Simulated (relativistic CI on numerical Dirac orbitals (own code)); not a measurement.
O I: calculation against measurement

Computed by Dirac-Coulomb-Breit CI, KLI orbitals optimised for each configuration, model QED, valence Slater integrals scaled by 0.85, configuration energies shifted to the measured levels that pair with them (semi-empirical) (own radial code, finite nucleus).

CI space (outside the closed core 1s2): 2s2 2p4, 2s2 2p3 3s, 2s2 2p3 3p, 2s2 2p3 4s, 2s2 2p3 3d, 2s 2p5, 2p6, 2s2 2p3 4p, 2s2 2p3 4d, 2s2 2p3 4f, 2s2 2p2 3s2. Levels of other configurations are missing.

| Configuration | Term (tabulated) | J | Measured (cm⁻¹) | Computed | Error | Purity (%) |
| --- | --- | --- | --- | --- | --- | --- |
| 2s2 2p4 | 3P | 2 | 0.0 | 0 | 0 | 100 |
| 2s2 2p4 | 3P | 1 | 158.3 | 154 | -4 | 100 |
| 2s2 2p4 | 3P | 0 | 227.0 | 222 | -5 | 100 |
| 2s2 2p4 | 1D | 2 | 15867.9 | 15138 | -730 | 100 |
| 2s2 2p4 | 1S | 0 | 33792.6 | 29053 | -4740 | 97 |
| 2s2 2p3 3s | 5S° | 2 | 73768.2 | 73865 | 97 | 100 |
| 2s2 2p3 3s | 3S° | 1 | 76795.0 | 76698 | -97 | 100 |
| 2s2 2p3 3p | 5P | 1 | 86625.8 | 86748 | 122 | 100 |
| 2s2 2p3 3p | 5P | 2 | 86627.8 | 86749 | 122 | 100 |
| 2s2 2p3 3p | 5P | 3 | 86631.5 | 86753 | 121 | 100 |
| 2s2 2p3 3p | 3P | 1 | 88630.6 | 88508 | -122 | 99 |
| 2s2 2p3 3p | 3P | 2 | 88631.1 | 88510 | -121 | 99 |
| 2s2 2p3 3p | 3P | 0 | 88631.3 | 88508 | -123 | 99 |
| 2s2 2p3 4s | 5S° | 2 | 95476.7 | 95413 | -63 | 100 |
| 2s2 2p3 4s | 3S° | 1 | 96225.0 | 96289 | 63 | 100 |
| 2s2 2p3 3d | 5D° | 4 | 97420.6 | 97421 | 0 | 100 |
| 2s2 2p3 3d | 5D° | 3 | 97420.7 | 97421 | 0 | 100 |
| 2s2 2p3 3d | 5D° | 2 | 97420.8 | 97421 | 0 | 100 |
| 2s2 2p3 3d | 5D° | 1 | 97420.9 | 97421 | 0 | 100 |
| 2s2 2p3 3d | 5D° | 0 | 97421.0 | 97421 | 0 | 100 |
| 2s2 2p3 3d | 3D° | 1 | 97488.4 | 97534 | 45 | 100 |
| 2s2 2p3 3d | 3D° | 2 | 97488.4 | 97534 | 45 | 100 |
| 2s2 2p3 3d | 3D° | 3 | 97488.5 | 97534 | 45 | 100 |

Measured levels from NIST Handbook of Basic Atomic Spectroscopic Data (Sansonetti and Martin, J. Phys. Chem. Ref. Data 34, 1559 (2005)); pairs were made by configuration, J and term (by order where the table uses no LS term), so strongly mixed levels may be paired wrongly.

Mean error by configuration (cm⁻¹): 2s2 2p4 -1370; 2s2 2p3 3s 0; 2s2 2p3 3p 0; 2s2 2p3 4s 0; 2s2 2p3 3d 17. Over the excited levels the mean absolute error is 303 cm⁻¹ (22 of the 22 excited levels that our extract of the source holds in range could be paired), and the median relative error of those above 1,000 cm⁻¹ is 0.096 %, both after the shifts were fitted to these levels, so that a configuration with one level shows no error.

Transition probabilities of persistent lines. The last column rescales the computed rate by the cube of measured over computed energy:

```tsv
λ measured (Å)	Lower	Upper	A tabulated (s⁻¹)	A computed	A rescaled
1302.17 vacuum	2s2 2p4 3P_2	2s2 2p3 3s 3S°_1	3.15e+08	3.50e+08	3.51e+08
1304.86 vacuum	2s2 2p4 3P_1	2s2 2p3 3s 3S°_1	1.87e+08	2.08e+08	2.09e+08
1306.03 vacuum	2s2 2p4 3P_0	2s2 2p3 3s 3S°_1	6.23e+07	6.91e+07	6.94e+07
7771.94 air	2s2 2p3 3s 5S°_2	2s2 2p3 3p 5P_3	3.69e+07	4.00e+07	3.97e+07
7774.17 air	2s2 2p3 3s 5S°_2	2s2 2p3 3p 5P_2	3.69e+07	3.99e+07	3.97e+07
7775.39 air	2s2 2p3 3s 5S°_2	2s2 2p3 3p 5P_1	3.69e+07	3.99e+07	3.97e+07
8446.25 air	2s2 2p3 3s 3S°_1	2s2 2p3 3p 3P_0	3.22e+07	3.46e+07	3.49e+07
8446.36 air	2s2 2p3 3s 3S°_1	2s2 2p3 3p 3P_2	3.22e+07	3.47e+07	3.49e+07
8446.76 air	2s2 2p3 3s 3S°_1	2s2 2p3 3p 3P_1	3.22e+07	3.46e+07	3.49e+07
9266.01 air	2s2 2p3 3p 5P_3	2s2 2p3 3d 5D°_4	4.45e+07	4.49e+07	4.64e+07
13163.89 air	2s2 2p3 3p 3P_1	2s2 2p3 4s 3S°_1	7.14e+06	7.77e+06	7.23e+06
13164.85 air	2s2 2p3 3p 3P_2	2s2 2p3 4s 3S°_1	1.19e+07	1.29e+07	1.20e+07
```

Configurations whose levels could be paired with our table of measured levels were shifted onto them, all but the ground configuration, by the median error of their levels; single terms can still be off by 1,000 to 2,000 cm⁻¹ or more, and rates follow the energies as ν³ (E1, M1) or ν⁵ (E2). The others borrow a shift and can be off by several thousand cm⁻¹ or more. The fine structure of a lone outer electron comes out too small, for d and f at times inverted, and misplaced configurations move strength between like terms. 22 of the 22 excited levels that our extract of the measured tables holds in this range could be paired (the sources list more); they are missed by 303 cm⁻¹ on average and 4740 at most, after the shifts were fitted to these levels, and levels without a partner can miss by more.

Shifts applied (cm⁻¹): 2s2 2p4 0; 2s2 2p3 3s 3027; 2s2 2p3 3p 3454; 2s2 2p3 4s 2713; 2s2 2p3 3d 3640.
